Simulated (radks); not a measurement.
Values are calculated unless marked as measured or tabulated.
Task: The mean radii <r> (bohr) of the occupied orbitals of an atom or ion are listed with their occupations. Code: a radial shooting solver on a logarithmic mesh with Libxc functionals. Model: scalar-relativistic Kohn-Sham, LDA (Slater exchange, VWN5 correlation), spin-polarised, spherical densities, finite nucleus; Fermi nuclear charge, rms radius of each element as measured or else 0.836 A^(1/3) + 0.57 fm.

orbital  occ.      <r>
1s up       1  0.02974
1s down     1  0.02974
2s up       1   0.1286
2s down     1   0.1286
2p up       3   0.1122
2p down     3   0.1122
3s up       1   0.3482
3s down     1   0.3481
3p up       3   0.3463
3p down     3   0.3461
3d up       5   0.3224
3d down     5   0.3222
4s up       1   0.7996
4s down     1   0.7993
4p up       3   0.8423
4p down     3   0.8423
4d up       2   0.9205

Name the element and its charge. Open shells, if any, are filled with parallel spins first.

Result: Z = 49, indium, charge +11: In11+ in [Kr] 4d2. The 1s radius gives Z: for a bare nucleus <r> = (2 gamma + 1)/(2Z) with gamma = sqrt(1 - (Z/c)^2), 0.02926 bohr for Z = 49, and screening makes it slightly larger (0.02974 here). The occupations add up to 38, and the charge is Z minus that.
